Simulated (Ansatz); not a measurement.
Reaction (atomization): `C[BH-](C)[AsH3+]` → As• + B• + 2 C• + 10 H•

Calculated with Ansatz (gas phase, PBE0-D4/def2-TZVP geometries, no zero-point term in ΔE). CCSD(T)/CBS adds triple-zeta CCSD(T) − MP2 to the extrapolated MP2 energy (def2 sets, frozen cores). This one scheme is used for every species, atoms too. DFT in def2-TZVPP. Open shells (•) are unrestricted, without spin–orbit coupling. Spin–orbit coupling would lower the free atoms: a little for B, C. Bonds to As are less sure, by a few kJ/mol each and by 10 to 20 or more in all where they break to atoms, as the def2 sets lack core-valence functions. Scalar relativity is left out up to krypton.

`C[BH-](C)[AsH3+]`:

Z-matrix (Å, degrees):
```
C
B 1 1.605
H 1 1.095 2 114.8
H 1 1.097 2 107.6 3 117.9
H 1 1.096 2 113.6 3 -124.8
C 2 1.605 1 117.1 3 174.6
As 2 2.152 1 105.3 3 58.0
H 2 1.218 1 114.8 3 -46.5
H 6 1.095 2 114.8 1 -174.6
H 6 1.097 2 107.6 1 67.5
H 6 1.096 2 113.6 1 -49.8
H 7 1.509 2 118.6 1 -177.3
H 7 1.512 2 121.2 1 62.0
H 7 1.509 2 118.5 1 -58.6
```

```json
{"level": "PBE-D4", "ΔE (kJ/mol)": "4746.2", "difference from CCSD(T)/CBS": "59.1"}
{"level": "B97M-V", "ΔE (kJ/mol)": "4728.2", "difference from CCSD(T)/CBS": "41.1"}
{"level": "BHLYP-D4", "ΔE (kJ/mol)": "4633.6", "difference from CCSD(T)/CBS": "-53.5"}
{"level": "ωB97X-V", "ΔE (kJ/mol)": "4716.7", "difference from CCSD(T)/CBS": "29.6"}
{"level": "PBE", "ΔE (kJ/mol)": "4718.8", "difference from CCSD(T)/CBS": "31.7"}
{"level": "BLYP", "ΔE (kJ/mol)": "4625.9", "difference from CCSD(T)/CBS": "-61.2"}
{"level": "r2SCAN0", "ΔE (kJ/mol)": "4671.3", "difference from CCSD(T)/CBS": "-15.8"}
{"level": "CCSD/def2-SVP", "ΔE (kJ/mol)": "4436.8", "difference from CCSD(T)/CBS": "-250.3"}
{"level": "CCSD(T)/def2-SVP", "ΔE (kJ/mol)": "4472.1", "difference from CCSD(T)/CBS": "-215.0"}
{"level": "MP2/def2-QZVPP", "ΔE (kJ/mol)": "4641.0", "difference from CCSD(T)/CBS": "-46.1"}
{"level": "CCSD(T)/CBS", "ΔE (kJ/mol)": "4687.1", "difference from CCSD(T)/CBS": "0"}
```

Largest T1 diagnostic among the species: 0.014.

Leaving LDA and LC-ωPBE aside and taking each functional with its dispersion term where it has one, the values spread over 112.7 kJ/mol, from BHLYP-D4 to PBE-D4. LDA lies +580.8 kJ/mol from PBE without D4, its usual overbinding. The D4 term adds +44.1 kJ/mol with B3LYP and +23.3 kJ/mol with PBE0; it sums over pairs of atoms, weighted by their polarisabilities, and B3LYP, whose exchange is more repulsive, gets the larger term. From BLYP to BHLYP (50 % exact exchange), in def2-TZVPP and without D4, ΔE moves by −25.5 kJ/mol: exact exchange takes away binding that semilocal exchange gives to molecules.

B3LYP here is the variant with VWN-RPA as its local correlation; programs differ in this.

For atomizations the MP2-based limit and the directly extrapolated one differ by several kJ/mol either way, and by 10 to 25 for some Ge, Se and Sn compounds, so smaller differences from it don't rank the levels.
